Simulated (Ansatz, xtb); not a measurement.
# Relative energy of two isomers of GeH4Se3

We compare X, `[SeH][GeH2][Se][SeH]`, a singlet, with Y, `[SeH][GeH]([SeH])[SeH]`, a singlet. Both are isolated molecules in the gas phase, relaxed with PBE0-D4/def2-SVP; the shapes shown needn't be the lowest conformers.

X (Å):

```yaml
atoms:
  - { symbol: Ge, position_ang: [0.0717, 0.2006, -1.2651] }
  - { symbol: Se, position_ang: [0.1962, 2.5201, -1.5951] }
  - { symbol: Se, position_ang: [-1.3747, -0.8519, -2.8238] }
  - { symbol: Se, position_ang: [-3.2876, 0.3567, -2.2158] }
  - { symbol: H, position_ang: [-1.2315, 2.6725, -1.2649] }
  - { symbol: H, position_ang: [-0.4501, -0.1118, 0.1482] }
  - { symbol: H, position_ang: [1.4843, -0.3628, -1.5035] }
  - { symbol: H, position_ang: [-3.7212, -0.5531, -1.1371] }
```

Y (Å):

| atom | x (Å) | y (Å) | z (Å) |
| --- | --- | --- | --- |
| Ge | -1.9613 | -0.0390 | -2.1734 |
| Se | -4.0483 | 0.3002 | -1.1368 |
| Se | -0.5672 | -1.4272 | -0.8777 |
| Se | -0.6561 | 1.9043 | -2.4113 |
| H | -3.4279 | 0.9397 | 0.0338 |
| H | -2.3067 | -0.6318 | -3.5523 |
| H | -1.7254 | -2.1250 | -0.2975 |
| H | -1.4480 | 2.3713 | -3.5612 |

Question: Which of the two would you expect CCSD(T)/def2-SVP + ΔMP2/def2-TZVPP electronic energies to favour?

Answer: Structure Y; the calculation gives E(Y) − E(X) = −0.612 eV.

Level by level:

```csv
level,geometry,E(Y) − E(X) (eV),departure from the last row (eV),"job, with rough time for the two"
PBE0-D4/def2-SVP,PBE0-D4/def2-SVP,−0.591,+0.022,"optimisation, 70 s"
HF/def2-SVP,PBE0-D4/def2-SVP,−0.650,−0.038,part of the CCSD(T) run
MP2/def2-SVP,PBE0-D4/def2-SVP,−0.680,−0.067,part of the CCSD(T) run
CCSD(T)/def2-SVP,PBE0-D4/def2-SVP,−0.629,−0.017,single point
CCSD(T)/def2-SVP + ΔMP2/def2-TZVPP,PBE0-D4/def2-SVP,−0.612,,"single point, 60 s"
```

As drawn, Y has 1 Ge–Se, 1 Se–H in place of 1 Se–Se, 1 Ge–H.

None of the levels shown reverses the order. The largest departure from CCSD(T)/def2-SVP + ΔMP2/def2-TZVPP is that of MP2/def2-SVP, 0.067 eV. Levels run at GFN2-xTB geometries aren't shown. The last row adds to CCSD(T) the change of the MP2 difference between the two basis sets, here +0.017 eV.

With thermal terms from frequencies at re-optimised GFN2-xTB minima (ideal gas, soft modes damped towards free rotors, one conformer each, 298.15 K, 1 atm): on the last row, ΔE + ΔZPE = −0.640, ΔH = −0.626, ΔG = −0.665 eV.

The correlated steps freeze 36 core orbitals; the filled d shell of Ge and Se is correlated, in a basis made for valence electrons. Codes used: Ansatz 0.2.0, xtb 6.7.1; the last row on 2 threads of AMD EPYC 9R45 96-Core Processor (Zen 5) on a shared host.
